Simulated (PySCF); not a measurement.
**Correlation energy of Sb³⁺ (antimony, charge +3)**

[Kr] 4d10 5s2, closed-shell 1S. Computed with PySCF 2.14 in aug-cc-pVTZ-PP with one added diffuse shell each of d, f type with ECP28MDF (6s5p5d3f, 67 functions), with scalar relativity through the core potential. Frozen: 4s2 4p6 4d10; 2 electrons correlated.

With two correlated electrons CCSD is exact within the correlated space (frozen core and kept virtual orbitals).

| level | correlation energy (mhartree) |
| --- | --- |
| CCSD | -35.23 |

Diagnostics: T1 = 0.0027, D1 = 0.0038, largest double amplitude 0.098.

Cost of the coupled-cluster step: about 1.1 core-seconds, for 2 correlated electrons.

Iterations:

```
CC2 = 0
CCSD nocc = 1, nmo = 58
frozen orbitals [0, 1, 2, 3, 4, 5, 6, 7, 8]
max_cycle = 100
direct = 0
conv_tol = 1e-08
conv_tol_normt = 1e-06
diis_space = 8
diis_start_cycle = 0
Init t2, MP2 energy = -237.513023967016  E_corr(MP2) -0.0259412677202991
Init E_corr(CCSD) = -0.0259412677207671
cycle = 1  E_corr(CCSD) = -0.0318926135714446  dE = -0.00595134585  norm(t1,t2) = 0.0371887
cycle = 2  E_corr(CCSD) = -0.0339162218245524  dE = -0.00202360825  norm(t1,t2) = 0.0146496
cycle = 3  E_corr(CCSD) = -0.035236374519897  dE = -0.0013201527  norm(t1,t2) = 0.0059834
cycle = 4  E_corr(CCSD) = -0.0352282059842781  dE = 8.16853562e-06  norm(t1,t2) = 0.000142039
cycle = 5  E_corr(CCSD) = -0.035229134471725  dE = -9.28487447e-07  norm(t1,t2) = 9.03507e-06
cycle = 6  E_corr(CCSD) = -0.0352287463974428  dE = 3.88074282e-07  norm(t1,t2) = 1.47181e-06
cycle = 7  E_corr(CCSD) = -0.0352288063488197  dE = -5.99513769e-08  norm(t1,t2) = 2.76699e-07
cycle = 8  E_corr(CCSD) = -0.0352288056197558  dE = 7.290639e-10  norm(t1,t2) = 1.724e-08
CCSD converged
E(CCSD) = -237.5223115049155  E_corr = -0.03522880561975582
```
